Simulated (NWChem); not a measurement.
A series in which one site is exchanged, each optimised at PBE0/def2-SVP with NWChem, gas phase unless a solvent is named. def2 effective core potentials on Rb, I; no spin-orbit coupling.

A: II (I₂; site = I)
B: [K][I] (KI; site = K)
C: I (HI; site = H)
D: [Rb][I] (RbI; site = Rb)

| quantity | A | B | C | D |
|---|---|---|---|---|
| dipole (D), PBE0/def2-SVP | 0.00 | 11.10 | 0.66 | [?] |
| orbital gap (eV), PBE0/def2-SVP | 3.55 | 3.75 | 7.11 | [?] |
| lowest singlet excitation, PBE/def2-SVPD, TDA (eV) | 2.03 | 2.41 | 5.25 | [?] |

Task: Some entries are withheld; supply them.

Result: 
- dipole (D), PBE0/def2-SVP, D: 11.82
- orbital gap (eV), PBE0/def2-SVP, D: 3.71
- lowest singlet excitation, PBE/def2-SVPD, TDA (eV), D: 2.32
